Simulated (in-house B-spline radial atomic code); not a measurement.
Removing one electron from Pr XXIV (Pr23+)

Closed shell [Ar] 3d10 4s2 4p6. Computed with an all-electron radial atomic-structure program (B-spline basis): Koopmans values of Dirac-Hartree-Fock plus a diagonal self-energy, in second order or with its direct term screened (direct RPA, with the hole-particle interaction, or full time-dependent Hartree-Fock), linearised in energy; no-pair Dirac-Coulomb Hamiltonian, finite nucleus. Shifts add to the Koopmans value (the ΔSCF shift is orbital relaxation alone); the final value takes TDHF screening with Breit and QED.

Command:
```bash
python run_mb.py task.json out
```
Settings (nuclear radius in fm, box in bohr, cutoff in hartree):
```
basis_form          2
Z                   59
core_configuration  [Ar] 3d10 4s2 4p6
rms_radius          4.8919
mass_number         141
speed_of_light      137.036
box_radius          4.262
lmax                7
intervals           58
virtual_cutoff      13924.0
```

Cost of the run: 40 s on 1 thread of Arm Neoverse N1 (shared host).

Energies in eV:

```tsv
subshell	Koopmans	ΔSCF shift	second order	direct RPA	hole-particle	TDHF	Breit + QED	final
4p3/2	803.90	-0.638	?	?	?	?	?	?
4p1/2	830.72	-0.701	1.008	0.973	0.825	0.869	-0.823	830.76
```

Question: What does the self-energy do to 4p3/2?

Answer: It shifts the removal energy by 1.201 eV in second order, 1.025 with direct RPA, 0.988 with the hole-particle term and 1.047 with TDHF screening (quasi-particle weight 0.989); Breit and QED add -0.522 eV. The final value is 804.42 eV, against 803 ± 4 eV (NIST, tabulated theory).
